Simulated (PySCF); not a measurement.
# How methods differ on the electron affinity of I

I⁻ [Xe] (1S) → I [Kr] 4d10 5s2 5p5 (2P), as a difference of total energies. All numbers are calculated (PySCF 2.14, a scalar-relativistic core potential, in aug-cc-pVTZ-PP with one added diffuse shell each of d, f type with ECP28MDF (6s5p5d3f, 67 functions)). Correlated levels: valence: 4s2 4p6 4d10 frozen. The calculations carry no spin-orbit coupling.

**Question.** Order these methods by the electron affinity they give, lowest first.
A. SCS-MP2 (valence)
B. r2SCAN
C. MP2 (valence)
D. B97-3

**Answer.** A (3.132 eV), D (3.168 eV), C (3.199 eV), B (3.257 eV).

The reference lies between the lowest fine-structure levels, while these numbers refer to the centres of the terms.

Errors of the correlated levels include the incompleteness of this basis and the frozen core.

For comparison: 3.059 eV (measured; photodetachment measurements, as compiled on the Wikipedia data page of electron affinities).
